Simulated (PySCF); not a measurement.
**How methods differ on the ionisation energy of Sr**

Sr [Kr] 5s2 (1S) → Sr⁺ [Kr] 5s1 (2S), as a difference of total energies. Calculation: PySCF 2.14, in def2-TZVPPD with the def2 core potential (28 electrons) (6s4p3d1f, 40 functions); scalar relativity through the core potential. Correlated levels: valence: 4s2 4p6 frozen; valence and next inner shell: nothing frozen outside the core potential. The calculations carry no spin-orbit coupling.

Q: Order these methods by the ionisation energy they give, lowest first.
A. SCS-MP2 (valence)
B. SCS-MP2 (valence and next inner shell)
C. PBE0
D. PBE

A: A (5.312 eV), B (5.545 eV), C (5.619 eV), D (5.705 eV).

Errors of the correlated levels include the incompleteness of this basis and the frozen core.

MP2 underrates the near-degeneracy of ns² with np² in the lower species.

For comparison: 5.695 eV (measured; NIST Atomic Spectra Database, ionization energies).
